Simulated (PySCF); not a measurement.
**[La(NH2)4]−: from a saddle point downhill**

PySCF 2.14.0, RKS PBE0, La lcecp-1-SVP with ECP46, N def2-SVP, H def2-SVP; non-relativistic Hamiltonian with scalar-relativistic core potentials where named; density fitting; no spin-orbit coupling. Relaxed within the symmetry of its start, the geometry (D2d) is

```xyz
13

La    0.0000    0.0000    0.0000
N     1.2253    1.4550    1.4550
H     1.6318    1.2188    2.3629
H     1.6318    2.3629    1.2188
N    -1.2253   -1.4550    1.4550
H    -1.6318   -1.2188    2.3629
H    -1.6318   -2.3629    1.2188
N     1.2253   -1.4550   -1.4550
H     1.6318   -2.3629   -1.2188
H     1.6318   -1.2188   -2.3629
N    -1.2253    1.4550   -1.4550
H    -1.6318    2.3629   -1.2188
H    -1.6318    1.2188   -2.3629
```

and its lowest harmonic modes are -168, -79, -79, 62, 83, 87 cm⁻¹ (negative: unstable). It was moved along the lowest mode and relaxed again, within the group S4 that the move left.

Task: Where does it end, and how much lower?

Result: In S4, 0.104 eV lower, after 27 steps:
```xyz
13

La    0.0001    0.0000    0.0000
N     1.4309    1.3036    1.3996
H     1.4165    1.4854    2.4042
H     2.2923    1.7415    1.0640
N    -1.4309   -1.3995    1.3037
H    -2.2923   -1.0637    1.7413
H    -1.4165   -2.4042    1.4855
N     1.4309   -1.3036   -1.3996
H     2.2923   -1.7415   -1.0640
H     1.4165   -1.4854   -2.4042
N    -1.4309    1.3995   -1.3037
H    -1.4165    2.4042   -1.4855
H    -2.2923    1.0637   -1.7413
```

Task: How do the contacts change?

Result: 
| contact | saddle (Å) | end (Å) |
| --- | --- | --- |
| La1–N2 (NH2) | 2.395 | 2.389 |
| La1–N5 (NH2) | 2.395 | 2.389 |
| La1–N8 (NH2) | 2.395 | 2.389 |
| La1–N11 (NH2) | 2.395 | 2.389 |


No frequency check is given for the end, and other unstable modes may remain.

State: singlet in the valence, with the 4f electrons in the core potential.
